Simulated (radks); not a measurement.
Values are calculated unless marked as measured or tabulated.
The mean radii <r> (bohr) of the occupied orbitals of an atom or ion are listed with their occupations. Level of theory: scalar-relativistic Kohn-Sham, PBEsol, spin-polarised, spherical densities, finite nucleus; Fermi nuclear charge, rms radius of each element as measured or else 0.836 A^(1/3) + 0.57 fm (a radial shooting solver on a logarithmic mesh with Libxc functionals).

| orbital | occ. | <r> |
|---|---|---|
| 1s up | 1 | 0.01660 |
| 1s down | 1 | 0.01660 |
| 2s up | 1 | 0.06995 |
| 2s down | 1 | 0.06995 |
| 2p up | 3 | 0.06329 |
| 2p down | 3 | 0.06329 |
| 3s up | 1 | 0.1807 |
| 3s down | 1 | 0.1807 |
| 3p up | 3 | 0.1822 |
| 3p down | 3 | 0.1822 |
| 3d up | 5 | 0.1650 |
| 3d down | 5 | 0.1650 |
| 4s up | 1 | 0.3993 |
| 4s down | 1 | 0.3993 |
| 4p up | 3 | 0.4255 |
| 4p down | 3 | 0.4254 |
| 4d up | 5 | 0.4489 |
| 4d down | 5 | 0.4486 |
| 5s up | 1 | 0.8922 |
| 5s down | 1 | 0.8880 |
| 4f up | 7 | 0.4815 |
| 4f down | 7 | 0.4799 |
| 5p up | 3 | 1.011 |
| 5p down | 3 | 1.007 |
| 5d up | 5 | 1.259 |
| 5d down | 1 | 1.262 |

Name the element and its charge. Open shells, if any, are filled with parallel spins first.

Answer. Z = 80, mercury, charge +6: Hg6+ in [Xe] 4f14 5d6. The 1s radius gives Z: for a bare nucleus <r> = (2 gamma + 1)/(2Z) with gamma = sqrt(1 - (Z/c)^2), 0.0164 bohr for Z = 80, and screening makes it slightly larger (0.01660 here). The occupations add up to 74, and the charge is Z minus that.
